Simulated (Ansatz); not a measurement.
Total energies of the cluster K₆S₃ from Ansatz at PBE-D4/def2-TZVPD, gas phase (1 Eh = 27.2114 eV = 2625.5 kJ/mol). The reference geometry is relaxed at r2SCAN-D4/def2-SVP.

```xyz
9

K     4.512    0.068    0.106
K     0.445    1.455    1.619
K    -1.219   -1.785    0.483
K     2.688   -3.388   -1.210
K     0.734    0.416   -2.215
K    -4.504    2.298   -0.032
S    -2.534    0.774    1.523
S    -1.859    1.152   -0.556
S     1.736   -0.990    0.284
```

```
                state   geometry  energy (Eh)
     charge 0 singlet  reference  -4792.63382
    charge -1 doublet  reference  -4792.65968
free K atom (doublet)          –   -599.69094
free S atom (triplet)          –   -397.93910
```

Work out the vertical electron affinity, to the doublet.

E(charge 0 singlet) − E(charge -1 doublet) = -4792.63382 − (-4792.65968) = 0.02586 Eh = 0.70 eV.

What is the binding energy per atom against free atoms?

Atoms: 6 × (-599.69094) + 3 × (-397.93910) = -4791.96294 Eh. Binding: -4791.96294 − (-4792.63382) = 0.67088 Eh = 18.26 eV, or 2.03 eV for each of 9 atoms (no zero-point energy, no counterpoise term).

The restricted singlet is unstable towards broken spin symmetry in Hartree–Fock (as tested in another run); at PBE-D4/def2-TZVPD this wasn't settled. At PBE-D4/def2-TZVPD the highest occupied level of the charge -1 doublet lies above zero (up to 0.28 eV). By energy differences its removal costs 0.70 eV (vertical, to the charge 0 singlet, at PBE-D4/def2-TZVPD); a positive level beside a positive removal energy at the same level points to self-interaction error. At PBE-D4/def2-TZVPD the gap within one spin of the charge -1 doublet nearly closes, so an electron or hole may be smeared out by delocalisation error. 

The structure comes from a short search, and lower isomers may exist.
